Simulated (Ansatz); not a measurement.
In(H2O)H3 (InOH5) was relaxed with PBE-D4 (def2-TZVP) in Ansatz in these states: charge +1 doublet, neutral singlet. The geometries follow in no particular order.

In the def2 sets In takes a core potential; there is no spin–orbit coupling.

A:

```xyz
7

In   -0.9673   -0.3737   -0.3756
O     1.0835    0.7951    0.3798
H     1.8253    0.3914   -0.1051
H     1.2156    0.5443    1.3114
H    -1.8957    0.9898   -0.9117
H    -1.2166   -1.0318    1.2238
H    -0.0448   -1.3152   -1.5226
```

B:

```xyz
7

In    0.050   -0.505    0.985
O     0.416    0.846   -0.849
H     1.031    0.661   -1.583
H     0.062    1.745   -0.979
H    -1.727   -1.578    0.058
H    -0.945    0.566    1.825
H     1.114   -1.735    0.542
```

Question: Judge from the bond lengths which geometry belongs to which state (an estimate).

Answer: A is the neutral singlet (In1–H5 1.734 Å, In1–O2 2.478 Å, In1–H6 1.747 Å); B is the charge +1 doublet (In1–H5 2.274 Å, In1–O2 2.307 Å, In1–H6 1.686 Å).
